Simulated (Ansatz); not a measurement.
Relaxation of CH₄BClO (8 atoms, charge 0, multiplicity 1), to a largest force component of 0.02 eV/Å in at most 50 steps.

Theory: RKS PBE0-D4/def2-SVP in Ansatz 0.2.0.

```xyz
8
Properties=species:S:1:pos:R:3
O -0.447 1.373 0.014
C 0.465 0.410 0.163
B -0.267 -1.009 0.252
Cl -1.122 -1.667 -1.163
H -0.713 1.446 -0.984
H 1.028 0.618 1.102
H 1.220 0.418 -0.677
H -0.071 -1.646 1.237
```

Problem. Where does it end, and by what steps?

Solution. The forces met the threshold. After 14 steps the energy has fallen by 0.607 eV; Cl4 moved furthest, 0.75 Å.

```tsv
step	energy less start (eV)	largest force component (eV/Å)	accepted
0	0.0000	3.348	yes
1	-0.2307	1.617	yes
2	-0.3598	0.892	yes
3	-0.4141	0.373	yes
4	-0.4412	0.456	yes
5	-0.4630	0.592	yes
6	-0.4898	0.804	yes
7	-0.5541	0.442	yes
8	-0.5684	0.743	yes
9	-0.5602	1.028	no
10	-0.5948	0.341	yes
11	-0.6060	0.110	yes
12	-0.6065	0.142	yes
13	-0.6072	0.036	yes
14	-0.6073	0.010	yes
```

```xyz
8
Properties=species:S:1:pos:R:3
O -0.173 1.480 -0.519
C 0.471 0.457 0.176
B -0.151 -0.968 0.182
Cl -1.612 -1.277 -0.742
H -0.916 1.091 -0.995
H 0.617 0.737 1.243
H 1.516 0.309 -0.186
H 0.341 -1.887 0.785
```

Whether the end is a true minimum wasn't checked by a vibrational analysis.

Run time: 26 s on 1 CPU thread of a shared host.
